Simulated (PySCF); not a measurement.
`CCO[SiH2]Cl`: 4 charge schemes on one density

Species: C2H7ClOSi.
Z-matrix (Å and degrees, PBE0-D3(BJ)/def2-SVP geometry), rows numbered from 1:
```
C 
C   1  1.5097
O   2  1.4110  1  109.18
Si  3  1.6504  2  125.44  1   173.31
Cl  4  2.0541  3  106.45  2  -173.16
H   1  1.0998  2  110.39  3   -60.10
H   1  1.1002  2  110.69  3   179.53
H   1  1.0998  2  110.29  3    59.28
H   2  1.1068  1  110.11  3  -120.95
H   2  1.1073  1  110.21  3   121.33
H   4  1.4897  3  111.65  2    68.98
H   4  1.4906  3  110.85  2   -54.86
```

Density: PBE0/pcSseg-1 (PySCF); schemes: Mulliken, IAO, Hirshfeld and ESP-fitted. Geometry: PBE0-D3(BJ)/def2-SVP, one conformer, isolated molecule.

Problem. Atoms with like bonding are taken together and averaged. Do the Mulliken, IAO, Hirshfeld and ESP-fitted schemes agree on where the charge is highest?

Solution. The schemes don't all agree: Mulliken Si4 (+0.852); IAO Si4 (+1.018); Hirshfeld Si4 (+0.400); ESP-fitted C2 (+0.423).

Problem. At which atom do the 4 schemes differ most?

Solution. At Si4: from +0.392 (ESP-fitted) to +1.018 e (IAO), 0.626 e apart.

Problem. Give the atomic charges in each scheme.

Solution. In e; atoms taken as equivalent share a row and are averaged (×n: the atom named and its like, n in all):

```json
{"atom": "C1", "environment": "methyl carbon", "Mulliken": "-0.291", "IAO": "-0.413", "Hirshfeld": "-0.118", "ESP-fitted": "-0.506"}
{"atom": "C2", "environment": "sp3 carbon bound to oxygen", "Mulliken": "+0.022", "IAO": "-0.034", "Hirshfeld": "+0.015", "ESP-fitted": "+0.423"}
{"atom": "O3", "environment": "silyl ether oxygen", "Mulliken": "-0.631", "IAO": "-0.643", "Hirshfeld": "-0.226", "ESP-fitted": "-0.403"}
{"atom": "Si4", "environment": "chlorine-bound silicon", "Mulliken": "+0.852", "IAO": "+1.018", "Hirshfeld": "+0.400", "ESP-fitted": "+0.392"}
{"atom": "Cl5", "environment": "silicon-bound chlorine", "Mulliken": "-0.329", "IAO": "-0.309", "Hirshfeld": "-0.131", "ESP-fitted": "-0.171"}
{"atom": "H6/H7/H8", "environment": "methyl hydrogen", "Mulliken": "+0.122", "IAO": "+0.146", "Hirshfeld": "+0.046", "ESP-fitted": "+0.132"}
{"atom": "H9/H10", "environment": "methylene hydrogen", "Mulliken": "+0.110", "IAO": "+0.121", "Hirshfeld": "+0.038", "ESP-fitted": "-0.012"}
{"atom": "H11/H12", "environment": "Si–H hydrogen", "Mulliken": "-0.104", "IAO": "-0.149", "Hirshfeld": "-0.076", "ESP-fitted": "-0.054"}
```

Mean size of the charges over all atoms: IAO 0.283 e, Mulliken 0.243 e, ESP-fitted 0.202 e, Hirshfeld 0.105 e. Each set sums to the total charge, 0, to within 0.001 e. The Mulliken scheme gives each basis function's population to the atom it is centred on and halves the overlap population of two atoms between them. The Hirshfeld scheme weights the molecular density at each point by an atom's share of the summed free-atom densities.

Problem. How many electrons does the Hirshfeld scheme count on Cl5?

Solution. Z − q = 17 − (-0.131) = 17.131.

Problem. Sum the charges by element, for elements with more than one atom.

Solution. 
```json
{"element": "C", "atoms": "2", "Mulliken": "-0.269", "IAO": "-0.447", "Hirshfeld": "-0.102", "ESP-fitted": "-0.083"}
{"element": "H", "atoms": "7", "Mulliken": "+0.377", "IAO": "+0.381", "Hirshfeld": "+0.059", "ESP-fitted": "+0.264"}
```
